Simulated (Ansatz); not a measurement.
Stepwise substitution at one centre (Ga H-Cl). Gas-phase values, no solvent. Strings in code marks are SMILES.

Quantity: vertical ionisation energy (energy after one electron is removed minus that of the parent at the parent's geometry), in eV.

Case: `[GaH3]`. Geometry of `[GaH3]` (neutral, multiplicity 1, Å):

```xyz
4

Ga     0.0001     0.0000    -0.0002
H      1.5658    -0.1045     0.0072
H     -0.8735    -1.3037    -0.0082
H     -0.6924     1.4082     0.0011
```

Problem. What vertical ionisation energy (energy after one electron is removed minus that of the parent at the parent's geometry) does frozen-core CCSD(T)/cc-pVQZ // B3LYP-D3(BJ)/def2-TZVP (Ansatz, a program for electronic structure) give?

Solution. 11.38 eV.
